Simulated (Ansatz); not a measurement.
C2H10InNO (`[CH3][In-]([CH3])([NH3+])[OH]`), charge 0, multiplicity 1.

Question: Give a relaxed structure at PBE0-D4/def2-TZVP (Ansatz 0.2.0). (Estimate.)

Answer: The calculation gave: 
Cartesian coordinates in Å:
```
C 0.8897 -0.4443 2.0467
In 0.2622 0.3388 0.1431
C 1.2866 0.6262 -1.7344
N -1.5400 -1.1198 -0.3783
O -1.3761 1.5637 0.3619
H 1.2693 -1.4636 1.9530
H 1.6808 0.1726 2.4766
H 0.0430 -0.4410 2.7352
H 1.8407 -0.2693 -2.0222
H 1.9968 1.4521 -1.6617
H 0.5681 0.8627 -2.5216
H -1.6313 -1.4734 -1.3222
H -2.1907 -0.3432 -0.2459
H -1.7675 -1.8628 0.2703
H -1.3316 2.4013 -0.1003
```
This is one stationary point; other conformers may exist.
